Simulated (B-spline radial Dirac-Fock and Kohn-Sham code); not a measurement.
The K-LL Auger spectrum of Sn¹⁰⁺

System: tin as Sn¹⁰⁺, 1s2 2s2 2p6 3s2 3p6 3d10 4s2 4p6 4d4.

Input file task.json (cfg lists n, l and occupation; rrms is the nuclear radius in fm):

```json
{"items": [{
  "Z": 50,
  "q": 10,
  "cfg": [[1, 0, 2], [2, 0, 2], [2, 1, 6], [3, 0, 2], [3, 1, 6], [3, 2, 10], [4, 0, 2], [4, 1, 6], [4, 2, 4]],
  "A": 120,
  "rrms": 4.6519,
  "do": ["binding", "quiet", "double"]
}]}
```

Launch: `python xray_run.py task.json out`

Calculated with an atomic code on a B-spline grid, using multi-electron Dirac-Fock with separately optimised hole states, Breit and Lamb-shift corrections added in first order. The two-hole levels come from diagonalising the Coulomb interaction among the jj configurations; intensities are independent-particle Coulomb rates. Kinetic energies are from the vacuum level. Electron correlation is not included. Open outer shells are spectators and are not coupled to the holes. The rates lack the Breit term, which in heavy atoms raises K-L1L1 and K-L1L2. Labels follow the leading weight; the literature often keeps the label of the LS limit.

| kinetic energy (eV) | J | leading jj holes (weight) | leading LS term (weight) | intensity (%) |
| --- | --- | --- | --- | --- |
| 19890.6 | 0 | L1L1 (0.99) | ¹S0 (0.99) | 8.1 |
| 20206.0 | 1 | L1L2 (0.97) | ¹P1 (0.50) | 13.9 |
| 20238.5 | 0 | L1L2 (1.00) | ³P0 (1.00) | 1.1 |
| 20423.5 | 1 | L1L3 (0.97) | ³P1 (0.50) | 10.5 |
| 20469.6 | 2 | L1L3 (1.00) | ³P2 (1.00) | 2.8 |
| 20493.4 | 0 | L2L2 (0.99) | ³P0 (0.61) | 2.7 |
| 20729.8 | 2 | L2L3 (1.00) | ¹D2 (0.71) | 43.0 |
| 20747.5 | 1 | L2L3 (1.00) | ³P1 (1.00) | 0.0 |
| 20940.8 | 0 | L3L3 (0.99) | ¹S0 (0.60) | 2.8 |
| 20971.0 | 2 | L3L3 (1.00) | ³P2 (0.71) | 15.0 |

The strongest line, by its leading LS label ¹D2, lies at 20729.8 eV. The mean weight of the leading component is 0.99 in jj and 0.76 in LS coupling, so jj labels describe these levels better.
